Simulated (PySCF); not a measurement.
CH2ClF3Si, SMILES FC(F)(F)[SiH2]Cl.

Coordinates come from a PBE0-D3(BJ)/def2-SVP optimisation.

Level of theory: PySCF with PBE/def2-TZVP.

Symmetry labels are those of the subgroup Cs that the program uses (full group Cs).

### Question
List the valence orbital energies around the gap with their symmetry. (An estimate is asked for; the answer gives what the named calculation found.)

### Answer

```json
[
 {"orbital": "HOMO−7", "symmetry": "A'", "energy (eV)": "-10.58"},
 {"orbital": "HOMO−6", "symmetry": "A\"", "energy (eV)": "-10.55"},
 {"orbital": "HOMO−5", "symmetry": "A'", "energy (eV)": "-9.98"},
 {"orbital": "HOMO−4", "symmetry": "A\"", "energy (eV)": "-9.78"},
 {"orbital": "HOMO−3", "symmetry": "A\"", "energy (eV)": "-9.69"},
 {"orbital": "HOMO−2", "symmetry": "A'", "energy (eV)": "-8.94"},
 {"orbital": "HOMO−1", "symmetry": "A\"", "energy (eV)": "-8.11"},
 {"orbital": "HOMO", "symmetry": "A'", "energy (eV)": "-7.84"},
 {"orbital": "LUMO", "symmetry": "A'", "energy (eV)": "-1.33"},
 {"orbital": "LUMO+1", "symmetry": "A'", "energy (eV)": "-0.47"},
 {"orbital": "LUMO+2", "symmetry": "A\"", "energy (eV)": "-0.05"},
 {"orbital": "LUMO+3", "symmetry": "A'", "energy (eV)": "0.27"}
]
```
